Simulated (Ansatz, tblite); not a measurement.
Cost and result up the ladder for Hf₃O₆ (the lowest singlet isomer of a short search) (9 atoms). The state is a singlet with charge 0. Geometry: PBE-D4/def2-SVP.

Cartesian coordinates in Å:
```
Hf -1.8755 -0.5788 -0.8532
Hf 1.5863 0.5206 -1.2367
Hf 0.0396 0.4683 2.0786
O 1.9037 2.1206 -1.9764
O 1.4241 0.8109 0.7127
O -1.5740 0.0876 0.9894
O -0.2325 -0.0204 -1.7954
O -1.8092 -2.3666 -0.8170
O 0.5374 -1.0422 2.8980
```

Ansatz on 4 threads of Intel Xeon 6975P-C on a shared host; xTB runs through tblite on one thread. Times are rough, summed over both states, and most runs start from the orbitals of an earlier one. PBE0-D4/def2-TZVP serves as the yardstick here, not as an exact answer. The other state is a quintet at its own geometry.

In the def2 sets Hf takes a core potential; there is no spin–orbit coupling. The xTB rows come from tblite. LC-ωPBE has ω = 0.4 bohr⁻¹. Correlated methods freeze 6 core orbitals; core or outer-core shells of Hf are correlated, in sets that lack core-valence functions. The structure comes from a short search, and lower isomers may exist.

xTB has no spin-polarisation term.

| level | functions | quintet − singlet (eV) | difference from PBE0-D4/def2-TZVP (eV) |
| --- | --- | --- | --- |
| PBE0-D4/def2-TZVP (with forces) | 306 | 4.99 | 0.00 |
| LDA (SPW92)/def2-TZVP | 306 | 5.59 | 0.60 |
| GFN2-xTB | 51 | 5.98 | 0.98 |
| LC-ωPBE/def2-TZVP | 306 | 5.09 | 0.09 |
| GFN1-xTB | 51 | 6.53 | 1.53 |
| PBE-D4/def2-TZVP | 306 | 4.96 | -0.03 |
| MP2/def2-TZVP | 306 | 6.41 | 1.42 |

Problem. Estimate how long each takes.

Solution. GFN1-xTB 0.033 s; GFN2-xTB 0.051 s; LDA (SPW92)/def2-TZVP 6.4 s; PBE-D4/def2-TZVP 13 s; LC-ωPBE/def2-TZVP 25 s; MP2/def2-TZVP 30 s; PBE0-D4/def2-TZVP (with forces) 37 s. On shared hardware such times vary by a factor of up to 3.
